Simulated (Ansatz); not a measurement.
System: BH, charge 0, singlet. BH (λ1-borane, SMILES [BH]).
B3LYP-D3(BJ)/def2-TZVP minimum from Ansatz (an electronic-structure program):
```xyz
2

B      0.0000     0.0000    -0.2055
H      0.0000     0.0000     1.0276
```

Hartree-Fock and MP2 correlation energies in hartree (Ansatz). Open shells are spin-unrestricted; no spin-orbit coupling. Correlated methods leave the cores frozen. No relativity. The restricted determinant of HB ([BH], singlet) is unstable towards broken spin symmetry in at least one set run.

```tsv
basis	X	E(HF)	E(corr, MP2)
cc-pVTZ	3	-25.12993	-0.07351
cc-pVQZ	4	-25.13129	-0.07815
cc-pV5Z	5	-25.13155	withheld
```

Q: Fit E(corr) = E∞ + A/X³ to X = 3 and 4, predict X = 5, and compare with the run.

A: A = (-0.07351 - (-0.07815))/(1/27 - 1/64) = 0.2167; E∞ = -0.07815 - A/64 = -0.08154; at X = 5, E∞ + A/125 = -0.07980. The run gave -0.07992, 0.12 mEh below the prediction. The same form on X = 4 and 5 gives E∞ = -0.08178, 0.24 mEh below the first estimate.
